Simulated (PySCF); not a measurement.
tin monoxide (OSn), singlet, geometry from GFN2-xTB (such geometries of metal compounds can be far from the true shape) (core potentials on Sn); PySCF with PBE/def2-SVP.

Input for PySCF:
```python
from pyscf import gto, scf, dft

mol = gto.M(
    atom='''
Sn   -0.00000000   -0.00000000   -0.24879316
O     0.00000000    0.00000000    1.55495727
''',
    basis='def2-svp',
    ecp={'Sn': 'def2-svp'},
    verbose=4,
)

mf = dft.RKS(mol)
mf.xc = 'pbe'
mf.kernel()
mf.analyze()
```

**Question.** Write the output that PySCF gives for this input, abridged.

**Answer.** 
```
PySCF version 2.14.0

[INPUT] verbose = 4
[INPUT] num. atoms = 2
[INPUT] num. electrons = 30
[INPUT] charge = 0
[INPUT] spin (= nelec alpha-beta = 2S) = 0
[INPUT] symmetry False subgroup None
[INPUT] Mole.unit = angstrom
[INPUT] Symbol           X                Y                Z      unit          X                Y                Z       unit  Magmom
[...]
nuclear repulsion = 51.6341881742032
number of shells = 16
number of NR pGTOs = 85
number of NR cGTOs = 40
basis = def2-svp
ecp = {'Sn': 'def2-svp'}

******** <class 'pyscf.dft.rks.RKS'> ********
method = RKS
initial guess = minao
damping factor = 0
level_shift factor = 0
DIIS = <class 'pyscf.scf.diis.CDIIS'>
diis_start_cycle = 1
diis_space = 8
diis_damp = 0
SCF conv_tol = 1e-09
SCF conv_tol_grad = None
SCF max_cycles = 50
direct_scf = True
direct_scf_tol = 1e-13
XC library pyscf.dft.libxc version 7.1.2
    S. Lehtola, C. Steigemann, M. J. T. Oliveira, and M. A. L. Marques,  SoftwareX 7, 1–5 (2018)
XC functionals = pbe
    J. P. Perdew, K. Burke, and M. Ernzerhof,  Phys. Rev. Lett. 77, 3865 (1996)
    J. P. Perdew, K. Burke, and M. Ernzerhof,  Phys. Rev. Lett. 78, 1396 (1997)
    J. P. Perdew, K. Burke, and M. Ernzerhof,  Phys. Rev. Lett. 77, 3865 (1996)
    J. P. Perdew, K. Burke, and M. Ernzerhof,  Phys. Rev. Lett. 78, 1396 (1997)
radial grids:
    Treutler-Ahlrichs [JCP 102, 346 (1995); DOI:10.1063/1.469408] (M4) radial grids

becke partition: Becke, JCP 88, 2547 (1988); DOI:10.1063/1.454033
pruning grids: <function nwchem_prune>
grids dens level: 3
symmetrized grids: False
atomic radii adjust function: <function treutler_atomic_radii_adjust>
small_rho_cutoff = 0
Set gradient conv threshold to 3.16228e-05
Initial guess from minao.
tot grids = 36040
init E= -266.998314826254
[...]
cycle= 1 E= -288.521651745863  delta_E= -21.5  |g|= 2.33  |ddm|=  7.1
[...]
cycle= 2 E= -287.982557205063  delta_E= 0.539  |g|= 2.66  |ddm|= 6.31
[...]
cycle= 3 E= -286.904345471335  delta_E= 1.08  |g|= 2.81  |ddm|= 3.87
[...]
cycle= 4 E= -289.309982701035  delta_E= -2.41  |g|= 0.426  |ddm|= 2.27
[...]
cycle= 5 E= -289.359609661414  delta_E= -0.0496  |g|= 0.237  |ddm|= 0.635
[...]
cycle= 6 E= -289.367815535765  delta_E= -0.00821  |g|= 0.159  |ddm|= 0.0686
[...]
cycle= 7 E= -289.369453842449  delta_E= -0.00164  |g|= 0.136  |ddm|= 0.0164
[...]
cycle= 8 E= -289.373915608984  delta_E= -0.00446  |g|= 0.0202  |ddm|= 0.0833
[...]
cycle= 9 E= -289.37401677746  delta_E= -0.000101  |g|= 0.00192  |ddm|= 0.0133
[...]
cycle= 10 E= -289.374017628058  delta_E= -8.51e-07  |g|= 0.000114  |ddm|= 0.00143
[...]
cycle= 11 E= -289.374017630678  delta_E= -2.62e-09  |g|= 9.8e-06  |ddm|= 0.000104
[...]
cycle= 12 E= -289.374017630701  delta_E= -2.24e-11  |g|= 1.98e-06  |ddm|= 9.33e-06
[...]
Extra cycle  E= -289.374017630663  delta_E= 3.76e-11  |g|= 1.28e-05  |ddm|= 1.02e-05
converged SCF energy = -289.374017630663
**** SCF Summaries ****
Total Energy =                        -289.374017630663047
Nuclear Repulsion Energy =              51.634188174203238
One-electron Energy =                 -583.215872523692042
Two-electron Energy =                  242.207666718825720
Two-electron Coulomb Energy =          268.738450176327319
DFT Exchange-Correlation Energy =      -26.530783457501599
HOMO-LUMO gap [eV] =                     3.563249276679767
**** MO energy ****
[...]
Dipole moment(X, Y, Z, Debye):  0.00000,  0.00000, -3.29699
```
